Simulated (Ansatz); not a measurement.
System: C3H2NS, charge 0, multiplicity 2. SMILES: s1ccn[c]1
Coordinates optimised at B3LYP-D3(BJ)/def2-TZVP (Ansatz, a first-principles code):
```xyz
7

C      1.1642    -0.1021    -0.4273
N      0.6310    -1.2317    -0.5052
C     -0.6814    -1.2263    -0.0490
C     -1.1101    -0.0124     0.3819
S      0.1674     1.1593     0.2116
H     -1.2568    -2.1387    -0.0618
H     -2.0753     0.2559     0.7789
```
Charge 0, spin multiplicity 2.

Quantity: size of the dipole moment, in D. Conventions: UHF or UKS for open shells; non-relativistic; no spin-orbit coupling; LANL2DZ with its own core potentials from Na on; no dispersion term unless named; 6-311+G** with 5d, 6d on Na to Ar in Ansatz; six Cartesian d functions in 6-31G* and its kin unless marked 5d. First-principles rows: single points at B3LYP-D3(BJ) geometries (Ansatz).

```csv
level,program,size of the dipole moment (D)
B3LYP/STO-3G,Ansatz,2.22
B3LYP/3-21G,Ansatz,2.39
B3LYP/LANL2DZ,Ansatz,2.65
B3LYP/6-31G,Ansatz,2.49
B3LYP/6-31G*,Ansatz,2.17
B3LYP/6-31+G*,Ansatz,2.39
B3LYP/6-31G**,Ansatz,2.17
B3LYP/def2-SVP,Ansatz,2.24
B3LYP/cc-pVDZ,Ansatz,2.11
B3LYP/6-311+G**,Ansatz,2.38
```

No value to compare with is used here. The 10 habitual levels span 2.11 (B3LYP/cc-pVDZ) to 2.65 D (B3LYP/LANL2DZ).

The sets are all those run for this method; left out are runs that failed, that the program found above a lower state of the same kind, or whose <S^2> lies over 0.5 above the pure value.
